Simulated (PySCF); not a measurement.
# Deuteron quadrupole couplings in `C=Cc1c[c+]1C=C`

C7H7 (charge +1).
Geometry (GFN2-xTB, Å), atoms numbered from 1 in this order:
```
atom  x, y, z in Å
C1     2.575   -0.863   -0.177
C2     2.118    0.219    0.471
C3     0.752    0.556    0.483
C4    -0.269    1.397    0.884
C5    -0.585    0.298    0.105
C6    -1.539   -0.490   -0.565
C7    -2.843   -0.173   -0.555
H8     3.625   -1.109   -0.178
H9     1.920   -1.527   -0.719
H10    2.787    0.877    1.011
H11   -0.581    2.267    1.413
H12   -1.178   -1.365   -1.090
H13   -3.216    0.696   -0.035
H14   -3.567   -0.782   -1.070
```

Level: PBE0/pcSseg-1 (PySCF, non-relativistic); Q(2H) = 0.00286 b; rigid geometry, the same for H and D, with no vibrational averaging.

Problem. Rank these positions by the coupling χzz of a deuteron there, largest first.
A. H12 (hydrogen on carbon)
B. H11 (hydrogen on carbon)
C. H9 (vinylic hydrogen)

Solution. B (232 kHz), C (216 kHz), A (211 kHz).

Problem. Tabulate Vzz, the asymmetry η and χzz = 234.96 MHz × Q × Vzz for every hydrogen position.

Solution. 
| atom | bonded to | bond length (Å) | Vzz (au) | η | χzz (kHz) |
| --- | --- | --- | --- | --- | --- |
| H8 | C1 | 1.078 | 0.3200 | 0.00 | 215 |
| H9 | C1 | 1.079 | 0.3217 | 0.01 | 216 |
| H10 | C2 | 1.082 | 0.3117 | 0.09 | 209 |
| H11 | C4 | 1.066 | 0.3450 | 0.03 | 232 |
| H12 | C6 | 1.082 | 0.3143 | 0.09 | 211 |
| H13 | C7 | 1.079 | 0.3199 | 0.01 | 215 |
| H14 | C7 | 1.078 | 0.3197 | 0.00 | 215 |

Geometry: GFN2-xTB, one conformer, isolated ion. GFN2-xTB bond lengths can be off by several hundredths of an ångström, more for odd bonds, and the gradients follow them. A larger basis could move these couplings by a tenth or more.
